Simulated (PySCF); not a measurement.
Potential energy curve for SiH (cation, charge +1), singlet.

Methods: UMP2 = MP2 on UHF/cc-pVTZ, 5 core orbitals frozen run with PySCF; RHF/cc-pVTZ (PySCF); RKS-LDA (SVWN5) = restricted LDA (SVWN5)/cc-pVTZ (PySCF); RCCSD = CCSD on RHF/cc-pVTZ, 5 core orbitals frozen (PySCF 2.14.0).

Energies are in kJ/mol, each relative to the lowest point of its own curve near equilibrium.

| R / Å | UMP2 | RHF | RKS-LDA (SVWN5) | RCCSD |
|---|---|---|---|---|
| 1.23 | 102.0 | 95.9 | 110.8 | 97.5 |
| 1.30 | 51.8 | 46.9 | 59.2 | 48.7 |
| 1.37 | 21.1 | 17.5 | ___ | 19.2 |
| 1.43 | 6.6 | 4.4 | 10.1 | 5.6 |
| 1.46 | 2.6 | ___ | 5.1 | 2.0 |
| 1.52 | 0.0 | 0.0 | ___ | 0.0 |
| 1.56 | 1.5 | 2.6 | 0.0 | ___ |
| 1.63 | 9.2 | 12.2 | 4.6 | 9.8 |
| 1.65 | 12.4 | 16.0 | 6.9 | 13.0 |
| 1.78 | 40.7 | ___ | 28.9 | 40.6 |
| 1.86 | 62.8 | 72.3 | 46.7 | 61.5 |
| 2.05 | 132.7 | 136.9 | 95.5 | 115.4 |
| 2.29 | — | 221.5 | 159.7 | 181.2 |
| 2.53 | — | 301.4 | 219.2 | 235.9 |
| 2.74 | — | ___ | 264.7 | 272.4 |
| 3.03 | — | 440.4 | 316.6 | 306.6 |
| 3.30 | — | 499.0 | 354.0 | 325.6 |
| 3.76 | — | 575.4 | — | 341.2 |
| 4.14 | — | 620.7 | — | 346.4 |
| 4.57 | — | 657.2 | — | 349.0 |
| 5.37 | — | 697.7 | — | 350.6 |
| 6.04 | — | 715.6 | — | 351.0 |

Problem. Complete the blanks.

Solution. 
- 1.37, RKS-LDA (SVWN5): 26.6
- 1.46, RHF: 1.1
- 1.52, RKS-LDA (SVWN5): 0.1
- 1.56, RCCSD: 1.8
- 1.78, RHF: 48.0
- 2.74, RHF: 364.7

Dashes: no converged value, or the column stops at the first point that the program doubted or that broke a chosen test of continuity, which isn't proof of a fault.

The unrestricted determinant behind UMP2 is spin-contaminated at 1.23 to 1.65, 2.05 to 6.04 Å (<S²> up to 1.0, against 0.00 for a pure singlet). The restricted form behind RHF, RKS-LDA (SVWN5) keeps the bonding electrons paired and can't separate into open-shell fragments. The T1 diagnostic of CCSD on the restricted reference of RCCSD exceeds 0.045 at 3.03 to 6.04 Å.
